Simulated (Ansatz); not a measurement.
Molecule: sum formula H₆Si₂O₃ (charge 0, singlet). SMILES: O[Si](O)(O)[SiH3]
Geometry from a B3LYP-D3(BJ)/def2-TZVP (Ansatz, a program for electronic structure) optimisation:
```xyz
11

O     -1.1515     0.5771     1.3434
Si    -0.2910     0.3175    -0.0330
O     -1.3285    -0.1281    -1.2227
O      0.4614     1.7603    -0.3213
Si     1.2439    -1.4378     0.1423
H     -0.8407     1.2728     1.9291
H     -2.1588     0.3516    -1.3052
H      1.0233     1.8354    -1.0967
H      0.5617    -2.7328     0.3725
H      2.1697    -1.1782     1.2731
H      2.0539    -1.5389    -1.0984
```

Wanted: vertical ionisation energy (to the doublet state of charge +1; each state is the SCF solution reached for its spin), in eV. Valence correlation only, unless marked. UHF or UKS for open shells. No spin-orbit coupling. No relativistic terms. CBS marks a two-point X^-3 extrapolation of the correlation energy; Hartree-Fock from the larger set. [CCSD(T)-MP2]/basis is that difference in the basis named.

```
level                                                                      program  vertical ionisation energy (eV)
-------------------------------------------------------------------------  -------  -------------------------------
r2SCAN/def2-TZVPD                                                           Ansatz                             9.84
PBE0/def2-TZVPD                                                             Ansatz                            10.05
wB97X-V/def2-TZVPD                                                          Ansatz                              [?]
RI-MP2/CBS(aug-cc-pV(T+d)Z,aug-cc-pV(Q+d)Z)+[CCSD(T)-MP2]/aug-cc-pV(T+d)Z   Ansatz                              [?]
```

Q: What belongs in the gaps?

A: 
- wB97X-V/def2-TZVPD, vertical ionisation energy (eV): 10.27
- RI-MP2/CBS(aug-cc-pV(T+d)Z,aug-cc-pV(Q+d)Z)+[CCSD(T)-MP2]/aug-cc-pV(T+d)Z, vertical ionisation energy (eV): 10.46
